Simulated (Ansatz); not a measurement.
Compare A (`N=C[SiH2][SiH2]N`) with its isomer B (`[SiH3]/N=C\N[SiH3]`).

Computed with Ansatz on PBE0-D4/def2-TZVP structures; ΔE is electronic, products minus reactants. CCSD(T)/CBS is the MP2 limit (def2-TZVPP, def2-QZVPP) plus CCSD(T) − MP2 in def2-TZVPP, frozen cores. DFT in def2-TZVPP. B3LYP here is the variant with VWN-RPA as its local correlation; programs differ in this. Each species was taken in one conformer, which may not be the lowest.

(1) Which is lower in electronic energy at CCSD(T)/CBS, and by how much? (Best estimate.)

(2) Give E(B) − E(A) in kJ/mol with HF/def2-TZVPP, ωB97M-V, B2PLYP, MP2/def2-TZVPP, B3LYP, PBE-D4, r2SCAN-D4. (An estimate is asked.)

Largest T1 diagnostic: 0.014.

Results:

(1) The calculation gave: B, by 40.7 kJ/mol.

(2) Ansatz gave: HF/def2-TZVPP -64.8, ωB97M-V -49.1, B2PLYP -53.5, MP2/def2-TZVPP -53.8, B3LYP -52.8, PBE-D4 -41.1, r2SCAN-D4 -54.2. None reverses the order clearly.

In def2-TZVPP, CCSD(T) changes the Hartree–Fock value by +23.3 kJ/mol (the triples alone add +0.8 kJ/mol) and MP2 by +10.9 kJ/mol.
